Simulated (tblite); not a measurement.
Species: C₅H₉ClFO (doublet state).
Atom-mapped SMILES: `[CH3:1][CH2:2][C@H:3]([CH:4][Cl:5])[O:6][CH2:7][F:8]` (hydrogens: H9, H10, H11 on C1; H12, H13 on C2; H14 on C3; H15 on C4; H16, H17 on C7)

A start from a force field or distance geometry was refined with GFN2-xTB geometry optimisation, gas phase in tblite. Values at the start:

```
  coordinate    start
       C1–C2  1.526 Å
       C1–H9  1.095 Å
       C2–C3  1.525 Å
      C2–H12  1.108 Å
      C2–H13  1.078 Å
       C3–C4  1.485 Å
       C3–O6  1.441 Å
      C3–H14  1.093 Å
      C4–Cl5  1.724 Å
      C4–H15  1.070 Å
       O6–C7  1.415 Å
       C7–F8  1.366 Å
      C7–H16  1.084 Å
      C7–H17  1.096 Å
    C1–C2–C3   112.5°
    C2–C3–C4   110.0°
    C2–C3–O6   107.9°
   C3–C4–Cl5   119.7°
    C3–O6–C7   112.5°
    C4–C3–O6   106.9°
    O6–C7–F8   107.8°
 C1–C2–C3–C4    -178°
C2–C3–C4–Cl5     121°
 C2–C3–O6–C7    -150°
 C3–O6–C7–F8      65°
```

Question: How do these coordinates change at the GFN2-xTB level?

Answer: 
| coordinate | GFN2-xTB (Å or °) | change |
| --- | --- | --- |
| O6–C7 | 1.363 | -0.052 |
| C4–Cl5 | 1.689 | -0.035 |
| C2–C3 | 1.545 | +0.020 |
| C2–H12 | 1.091 | -0.017 |
| C7–F8 | 1.380 | +0.014 |
| C2–H13 | 1.090 | +0.012 |
| C7–H16 | 1.095 | +0.011 |
| C3–O6 | 1.432 | -0.009 |
| C1–H9 | 1.086 | -0.009 |
| C3–H14 | 1.100 | +0.007 |
| C7–H17 | 1.103 | +0.007 |
| C4–H15 | 1.076 | +0.006 |
| C1–C2 | 1.522 | -0.004 |
| C3–C4 | 1.484 | -0.001 |
| O6–C7–F8 | 111.2 | +3.4 |
| C4–C3–O6 | 109.9 | +3.0 |
| C3–O6–C7 | 114.7 | +2.2 |
| C2–C3–C4 | 112.1 | +2.1 |
| C2–C3–O6 | 106.5 | -1.4 |
| C1–C2–C3 | 111.3 | -1.2 |
| C3–C4–Cl5 | 119.5 | -0.2 |
| C2–C3–C4–Cl5 | 83 | -38 |
| C2–C3–O6–C7 | -168 | -18 |
| C3–O6–C7–F8 | 71 | +6 |
| C1–C2–C3–C4 | -173 | +5 |

The energy falls by 3.8 kcal/mol over 113 L-BFGS steps, the largest force on an atom goes from 1.57 to 0.009 eV/Å, and the atoms move by 0.285 Å rms after alignment. The bond that changes most is O6–C7 (ends: oxygen bonded to 2 C; carbon bonded to F, O and 2 H), which shortens by 0.052 Å. Bonds longer at the end by more than 0.005 Å: 7 of 16; shorter: 6. Among the dihedrals that turn most is C2–C3–C4–Cl5, from 121° to 83°. Rotational constants go from 1855, 1118, 803.6 to 1790, 1103, 777.4 MHz.

Its GFN2-xTB frequencies are all real (lowest 34 cm⁻¹). 3 starts were optimised and ended at 0.00, 0.45 and 1.56 kcal/mol (GFN2-xTB); the lowest of these is shown.

One conformer stands for the species.

The numbers are calculated, not measured.
